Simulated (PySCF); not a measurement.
## Excitation energy of S by level of theory

S [Ne] 3s2 3p4 (3P) → S [Ne] 3s2 3p3 4s1 (5S), as a difference of total energies. Computed with PySCF 2.14 in aug-cc-pV(Q+d)Z with one added diffuse shell each of s, p, d, f, g type (8s7p6d4f3g, 114 functions), with no relativity, point nucleus. Correlated levels: valence: [Ne] frozen. The calculations carry no spin-orbit coupling.

```tsv
method	excitation energy (eV)	error (eV)
UHF	5.702	-0.798
LDA	6.558	+0.058
PBE	6.497	-0.003
PBE0	6.543	+0.043
r2SCAN	6.667	+0.167
M06	6.723	+0.223
B2PLYP	6.594	+0.094
wB97M-V	6.623	+0.123
MP2 (valence)	6.318	-0.182
SCS-MP2 (valence)	6.512	+0.012
```

Reference: 6.500 eV (measured; NIST levels, between the centres of gravity of the two terms).

Errors of the correlated levels include the incompleteness of this basis and the frozen core.
